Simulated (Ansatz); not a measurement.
`B[Si](F)(F)[SiH3]` and `F[SiH](F)[SiH3]` differ in one atom or group.

Ansatz, PBE0-D4/def2-TZVP geometries, multiplicity 1. 

```tsv
property	`B[Si](F)(F)[SiH3]`
LUMO energy (PBE/def2-TZVPP) / eV	-4.06
size of the dipole moment (PBE/def2-TZVPP) / D	1.54
HOMO–LUMO gap (ωB97M-V/def2-TZVPP) / eV	8.79
ideal-gas entropy at 298 K and 1 bar (rigid rotor, harmonic PBE0-D4/def2-TZVP) / J/(mol·K)	378
HOMO–LUMO gap (PBE/def2-TZVPP) / eV	2.67
size of the dipole moment (B3LYP/def2-TZVPP) / D	1.68
```

Problem. What does the change do to each property? (Estimate.)

Solution. Computed: 
```
                                                                                  property  `F[SiH](F)[SiH3]`  shift
                                                         LUMO energy (PBE/def2-TZVPP) / eV              -1.28   2.78
                                            size of the dipole moment (PBE/def2-TZVPP) / D               1.53  -0.01
                                                   HOMO–LUMO gap (ωB97M-V/def2-TZVPP) / eV              12.02   3.23
ideal-gas entropy at 298 K and 1 bar (rigid rotor, harmonic PBE0-D4/def2-TZVP) / J/(mol·K)                332    -46
                                                       HOMO–LUMO gap (PBE/def2-TZVPP) / eV               6.05   3.38
                                          size of the dipole moment (B3LYP/def2-TZVPP) / D               1.66  -0.02
```

With PBE0 the HOMO falls by 0.68 eV and the LUMO rises by 2.66 eV, so the gap widens by about 3.34 eV. PBE moves the HOMO by -0.60 eV and ωB97M-V by -0.73 eV. The zero-point energy changes by -30.2 kJ/mol with -6 modes. Dipoles are sizes alone; their direction can turn.

B3LYP here is the variant with VWN-RPA as its local correlation; programs differ in this.
